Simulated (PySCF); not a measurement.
## Correlation energy of Hg⁺ (mercury, charge +1)

[Xe] 4f14 5d10 6s1, 2S determinant. Calculation: PySCF 2.14, in cc-pVDZ-PP with ECP60MDF (4s4p3d1f, 38 functions); scalar relativity through the core potential. Frozen: 5s2 5p6; 11 electrons correlated.

MP2 pair energies summed by pair of shells (mhartree):

```tsv
pair	energy	share (%)
5d-5d	-248.35	85.2
5d-6s	-43.06	14.8
```

Total MP2 correlation energy: -291.41 mhartree.

Same-spin part -106.43 and opposite-spin part -184.97 mhartree; SCS-MP2 scales them by 1/3 and 6/5 to -257.45 mhartree.

| level | correlation energy (mhartree) |
| --- | --- |
| CCSD | -276.00 |
| (T) | -3.02 |
| CCSD(T) | -279.02 |

Diagnostics: T1 = 0.0058, D1 = 0.0237, largest double amplitude 0.025.

Cost of the coupled-cluster step: 0.92 s of wall time on 1 thread of Neoverse-V2 (shared host), for 11 correlated electrons.
